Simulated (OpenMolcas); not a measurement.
An atom or ion with 24 electrons was computed by XMS-CASPT2, IPEA 0.25 Eh, imaginary shift 0.1 Eh with spin-orbit coupling (OpenMolcas, ANO-RCC-VTZP, DKH2). The lowest levels that the run gave, each within 12 % of the measured value where one is at hand:

```csv
J,Parity,E (eV),g
3,even,0.0000,2.002
2,even,1.171,2.002
4,even,3.679,1.150
5,even,3.679,1.267
3,even,3.679,0.916
2,even,3.679,0.332
6,even,3.679,1.334
2,even,3.929,1.829
3,even,3.930,1.665
1,even,3.933,2.495
4,even,4.314,1.501
0,even,4.315,
```

Which ion is it, and what are the configurations and terms?

Mn+ (Z = 25, charge +1; active space 6 electrons in 6 orbitals (3d 4s)). J, parity and g give the terms where levels are pure, and mixed ones are named by the computed weights; the size of the splittings, set against known spectra of the 24-electron sequence, gives the charge. In order, with the measured energies in eV (NIST Handbook of Basic Atomic Spectroscopic Data): 3d5 4s 7S3, 3d5 4s 5S2 (1.1745), 3d5 4s 5G4 (3.4199), 3d5 4s 5G5 (3.4184), 3d5 4s 5G3 (3.4205), 3d5 4s 5G2 (3.4206), 3d5 4s 5G6 (3.4154), 3d5 4s 5P2, 3d5 4s 5P3, 3d5 4s 5P1, 3d5 4s 5D4, 3d5 4s 5D0.

CASPT2 does not keep the components of a term degenerate, so their means are used; among the terms shown or strongly mixed into the levels shown the widest spread is 980 cm-1 (3d5 4s 5G). Terms from blocks run as CI alone lack orbitals of their own. No level of 3d6 was computed, though it lies in the active space. Computed and measured levels are paired by configuration, term and J; levels that our copy of the source lacks, or whose pairing is in doubt (as where it misses far off the trend of its configuration), stay unpaired and out of the deviations. Only configurations of the active space appear.
